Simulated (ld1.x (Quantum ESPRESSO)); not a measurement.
# platinum (Pt), TM: configuration errors across variants

platinum (Pt), norm-conserving Troullier–Martins (Kleinman–Bylander form), made with ld1.x (Quantum ESPRESSO) 7.5 (PBE, scalar-relativistic). Core [Kr] 4d10 4f14 5s2, reference 5p6 5d9 6s1 6p0. Waves: 6s (bound): rc 1.85 bohr; 5p (bound): rc 1.00 bohr; 5d (bound): rc 2.10 bohr. Local part: the d channel. Core correction: Bessel-smoothed model core inside 0.60 bohr.

All-electron excitation energies from the reference (eV): (1) 5p6 5d9 6s0 6p0 9.194; (2) 5p6 5d8 6s0 6p0 29.160; (3) 5p6 5d7 6s0 6p0 61.376; (4) 5p6 5d9.5 6s0.5 6p0 -0.123; (5) 5p6 5d6 6s0 6p0 107.029; (6) 5p5 5d9 6s1 6p0 62.151; (7) 5p6 5d9 6s0.5 6p0 3.694.

Tests that are not counted but printed errors over 1 eV. “all radii but the core radius scaled by about 0.76 (s 1.40, p 0.76, d 1.58 bohr)”: 5p5 5d9 6s1 6p0 (solver errors, printed error -1.6 eV).

A true bound ghost makes a file unfit for plane-wave use even where its test errors are small: the radial tests pick states by their node count and pass the ghost by. Where a test does run into it, the solver fails or the error is huge.

Errors AE − PS in meV (a dash: test not solved or not reliable):

```tsv
change	(1)	(2)	(3)	(4)	(5)	(6)	(7)	bound ghosts
base	-10	-8.8	-19	-5.0	-61	-157	-3.1	p, s
all radii but the core radius scaled by about 0.76 (s 1.40, p 0.76, d 1.58 bohr)	-40	-34	–	-14	-81	–	-9.6	s
all radii but the core radius scaled by about 0.90 (s 1.66, p 0.90, d 1.88 bohr)	-8.7	-8.1	-20	-4.3	-67	-146	-2.8	p, s
all radii but the core radius scaled by about 0.97 (s 1.80, p 0.96, d 2.04 bohr)	-9.6	-7.9	-19	-4.7	-61	-150	-2.9	p, s
all radii but the core radius scaled by about 1.04 (s 1.92, p 1.04, d 2.18 bohr)	-12	-10	-22	-5.5	-64	-168	-3.4	p, s
all radii but the core radius scaled by about 1.12 (s 2.06, p 1.12, d 2.34 bohr)	-12	-16	-26	-5.5	-26	-122	-3.4	s, p
all radii but the core radius scaled by about 1.18 (s 2.18, p 1.18, d 2.46 bohr)	-13	-23	-43	-6.0	-52	-192	-3.6	s
all radii but the core radius scaled by about 1.22 (s 2.26, p 1.22, d 2.58 bohr)	-13	-33	-62	-5.8	-59	-239	-3.7	s
all radii but the core radius scaled by about 1.30 (s 2.40, p 1.30, d 2.72 bohr)	-13	-48	-85	-4.9	-54	-297	-3.6	s
all radii but the core radius scaled by about 1.39 (s 2.56, p 1.38, d 2.92 bohr)	-14	-79	-122	-2.1	-12	-396	-3.6	s
```

(1) Give the same row for: all radii but the core radius scaled by about 0.84 (s 1.54, p 0.84, d 1.76 bohr).

Answers

(1) -15, -14, -28, -6.1, -77, -149, -4.1; bound ghosts: p, s.
